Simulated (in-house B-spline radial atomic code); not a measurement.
The numbers below are computed, except where a source is named.
P in an electron gas of r_s = 2.2: phase shifts, screening, friction and resistivity

A nucleus sits in a uniform electron gas with a rigid positive background. The Kohn-Sham equations are solved self-consistently in the spin-unpolarised LDA (PW92), non-relativistic, on B-splines with outgoing waves at the boundary and partial waves to l = 8. The model has no lattice, no bands and no magnetic solution. Atomic units; δ_l are the phase shifts at the Fermi level, counted so that each bound state adds π, and good to about 0.0005.

The density parameter is r_s = 2.2 bohr, near that of the valence electrons of Ga (3 per atom, density 5.91 g/cm³, mass 69.72 u, which gives r_s = 2.19).

```
l  δ_l (rad)
0     7.3600
1     4.7176
2     0.3486
3     0.0354
4     0.0055
5     0.0012
6     0.0003
7     0.0002
8     0.0002
```

Bound levels below the band bottom (hartree): s -75.5, s -5.822, p -4.065, s -0.1509.

**Question.** Check the Friedel sum rule, and say where the screening charge sits.

**Answer.** k_F = (9π/4)^(1/3)/r_s = 0.87234. The rule is Z = (2/π) Σ (2l + 1) δ_l. The terms are s 4.686, p 9.010, d 1.110, f 0.158 and 0.046 beyond, in all 15.009 against Z = 15. Bound states hold 6 s, 6 p, 0 d electrons, so the scattering states carry 3.01 in all; where a term is smaller than its bound count, the bound level has drawn weight out of the band.

**Question.** Find the transport cross section and the electronic stopping of a 2 keV P ion (mass 30.97 u).

**Answer.** σ_tr = (4π/k_F²) Σ (l + 1) sin²(δ_l − δ_(l+1)). The terms for l = 0 to 3 are 0.2292, 1.7733, 0.2848, 0.0036, all together 2.2909, so σ_tr = 16.513 × 2.2909 = 37.831 bohr². With n = 3/(4π r_s³) = 0.02242, the friction coefficient is Q = n k_F σ_tr = 0.7399. For v well below v_F = 0.872, dE/dx = Q v; with 24801 eV per u at v = 1, v = √(2000/(24801 × 30.97)) = 0.0510, so dE/dx = 0.03776 hartree/bohr = 19.4 eV/nm. The largest term couples the p and d waves.

**Question.** What residual resistivity would 1 atomic per cent of such centres give in Ga?

**Answer.** Δρ = k_F n_i σ_tr/n in atomic units of 21.74 μΩ·cm. With one host atom per 3 electrons, n_i/n = 0.01/3, so Δρ = 0.8723 × 0.00333 × 37.831 × 21.74 = 2.39 μΩ·cm. This is an atom added to the gas, as on an interstitial site.

**Question.** On a substitutional site the background of one host ion, a sphere holding 3 charges, is taken out. The phase shifts for l = 0 to 4 become 7.0911, 4.1413, -0.0569, -0.0389, -0.0092. What follows?

**Answer.** The Friedel sum is now 12.00, for Z − 3 = 12. The sum in σ_tr is 1.5573, so σ_tr = 25.72 bohr² and Δρ = 1.63 μΩ·cm per atomic per cent, 0.68 times the value above. A real host ion scatters too, so this model doesn't give zero even for the host's own atom.
